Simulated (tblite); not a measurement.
Compound: C₃H₉BrO₂Si.
SMILES with atom numbers: `[CH3:1][C@@H:2]([CH2:3][Br:4])[O:5][SiH2:6][OH:7]` (hydrogens: H8, H9, H10 on C1; H11 on C2; H12, H13 on C3; H14, H15 on Si6; H16 on O7)

Computed with GFN2-xTB (tblite), gas phase: L-BFGS steps from a force-field or distance-geometry start until the largest atomic force falls under 0.01 eV/Å.

Step 69: E = -682.1785 eV
```
atom  x, y, z in Å  |  force x, y, z in eV/Å
C1     -1.0733   -1.5940   -0.3086    0.001  -0.028   0.030
C2     -0.5279   -0.1708   -0.2451    0.019   0.006  -0.014
C3     -1.5080    0.7915    0.4254    0.067   0.007  -0.025
Br4    -1.7205    0.3694    2.3067   -0.044  -0.022  -0.062
O5      0.6891   -0.1972    0.4289    0.016  -0.009  -0.057
Si6     1.8846    0.9110    0.4523   -0.054  -0.142  -0.103
O7      3.1010    0.1947    1.2287    0.051   0.111  -0.074
H8     -1.1372   -1.9986    0.6971   -0.073  -0.028   0.076
H9     -0.3894   -2.2189   -0.8760    0.011   0.002  -0.031
H10    -2.0549   -1.6218   -0.7779    0.053   0.037   0.018
H11    -0.3739    0.1976   -1.2739   -0.012   0.066   0.030
H12    -1.1392    1.8172    0.3914    0.019  -0.069  -0.039
H13    -2.4879    0.7294   -0.0459   -0.018   0.005   0.077
H14     1.4271    2.1109    1.1427    0.020   0.112   0.051
H15     2.3607    1.1688   -0.9016    0.000   0.047   0.018
H16     2.9422   -0.4801    1.8797   -0.057  -0.095   0.103
```

Step 70: E = -682.1814 eV
```
atom  x, y, z in Å  |  force x, y, z in eV/Å
C1     -1.0782   -1.5968   -0.3078    0.020  -0.019   0.025
C2     -0.5251   -0.1762   -0.2506   -0.003   0.029  -0.001
C3     -1.4989    0.7892    0.4254    0.050  -0.009   0.015
Br4    -1.7017    0.3699    2.3093   -0.038  -0.028  -0.058
O5      0.6988   -0.2042    0.4106   -0.014   0.008  -0.071
Si6     1.8846    0.9139    0.4486   -0.020  -0.134  -0.085
O7      3.0950    0.1974    1.2356    0.023   0.067  -0.032
H8     -1.1432   -2.0048    0.6967   -0.055  -0.001   0.071
H9     -0.4010   -2.2241   -0.8797    0.017  -0.016  -0.035
H10    -2.0609   -1.6151   -0.7729    0.024   0.021   0.000
H11    -0.3831    0.1926   -1.2816    0.006   0.047   0.039
H12    -1.1298    1.8142    0.3914    0.023  -0.057  -0.058
H13    -2.4839    0.7271   -0.0362    0.005   0.011   0.066
H14     1.4174    2.1109    1.1400    0.016   0.091   0.044
H15     2.3775    1.1874   -0.8971   -0.014   0.029   0.033
H16     2.9251   -0.4722    1.8918   -0.037  -0.038   0.046
```

Step 71: E = -682.1842 eV
```
atom  x, y, z in Å  |  force x, y, z in eV/Å
C1     -1.0786   -1.6007   -0.3031    0.014  -0.005   0.005
C2     -0.5241   -0.1797   -0.2557   -0.023   0.023   0.003
C3     -1.4930    0.7861    0.4253    0.014  -0.020   0.051
Br4    -1.6939    0.3681    2.3090   -0.022  -0.033  -0.029
O5      0.7076   -0.2046    0.3884   -0.038   0.002  -0.056
Si6     1.8871    0.9169    0.4421    0.029  -0.041  -0.018
O7      3.0877    0.1972    1.2434   -0.016   0.003   0.010
H8     -1.1463   -2.0124    0.7008   -0.025   0.042   0.048
H9     -0.4064   -2.2295   -0.8789    0.009  -0.021  -0.029
H10    -2.0625   -1.6095   -0.7648    0.001  -0.015  -0.016
H11    -0.3995    0.1905   -1.2888    0.029   0.015   0.034
H12    -1.1230    1.8096    0.3897    0.029  -0.025  -0.060
H13    -2.4819    0.7243   -0.0279    0.021   0.017   0.039
H14     1.4242    2.1157    1.1405    0.003   0.033   0.012
H15     2.3974    1.2103   -0.8923   -0.022   0.006   0.021
H16     2.8977   -0.4732    1.8961   -0.002   0.018  -0.013
```

Step 72: E = -682.1849 eV
```
atom  x, y, z in Å  |  force x, y, z in eV/Å
C1     -1.0798   -1.6019   -0.3026    0.011  -0.002  -0.002
C2     -0.5252   -0.1804   -0.2580   -0.020  -0.002   0.002
C3     -1.4914    0.7852    0.4265    0.014  -0.019   0.039
Br4    -1.6908    0.3657    2.3090   -0.018  -0.030  -0.017
O5      0.7093   -0.2060    0.3799   -0.013   0.016  -0.034
Si6     1.8876    0.9166    0.4403    0.009   0.001   0.010
O7      3.0869    0.1996    1.2459   -0.023  -0.008   0.008
H8     -1.1489   -2.0122    0.7024   -0.019   0.050   0.026
H9     -0.4084   -2.2328   -0.8784   -0.004  -0.005  -0.014
H10    -2.0636   -1.6085   -0.7646    0.001  -0.026  -0.014
H11    -0.4047    0.1906   -1.2909    0.027   0.010   0.021
H12    -1.1189    1.8076    0.3887    0.024  -0.018  -0.048
H13    -2.4815    0.7253   -0.0246    0.024   0.017   0.034
H14     1.4228    2.1162    1.1417    0.010  -0.005  -0.013
H15     2.4049    1.2143   -0.8899   -0.024   0.006   0.012
H16     2.8942   -0.4702    1.8984    0.002   0.016  -0.010
```

Problem. Estimate the geometry and energy of step 73. (The exact step hangs on the optimiser's Hessian estimate; all steps are aligned on step 72, rigid shifts and turns removed.)

Solution. E = -682.1855 eV, largest force 0.057 eV/Å
```
atom  x, y, z in Å  |  force x, y, z in eV/Å
C1     -1.0797   -1.6026   -0.3019   -0.005   0.002   0.002
C2     -0.5273   -0.1804   -0.2601   -0.009  -0.015  -0.001
C3     -1.4919    0.7841    0.4275    0.008  -0.011   0.013
Br4    -1.6915    0.3609    2.3074   -0.014  -0.025   0.006
O5      0.7090   -0.2051    0.3732    0.006   0.003  -0.006
Si6     1.8881    0.9154    0.4386   -0.006   0.049   0.028
O7      3.0862    0.2017    1.2475   -0.008  -0.014  -0.002
H8     -1.1515   -2.0081    0.7056   -0.012   0.046   0.000
H9     -0.4079   -2.2355   -0.8755   -0.007   0.002   0.000
H10    -2.0626   -1.6090   -0.7656   -0.004  -0.037  -0.014
H11    -0.4084    0.1920   -1.2923    0.015   0.007   0.003
H12    -1.1158    1.8049    0.3877    0.020  -0.003  -0.028
H13    -2.4832    0.7285   -0.0221    0.032   0.010   0.026
H14     1.4234    2.1152    1.1429    0.011  -0.022  -0.027
H15     2.4104    1.2162   -0.8879   -0.023   0.007  -0.003
H16     2.8952   -0.4692    1.8987   -0.003   0.001   0.005
```

The energy changes by -0.0006 eV. The first-order estimate −F·Δx gives -0.0009 eV and the mean of the old and new forces, exact on a quadratic surface, -0.0006 eV. The step makes an angle of 65° with the force vector and moves no atom by more than 0.007 Å.

The cost below is that of the whole relaxation. Time: 0.65 s of wall time. Hardware: Arm Neoverse V2, one thread, shared host with 32 logical CPUs at a one-minute load of 29.
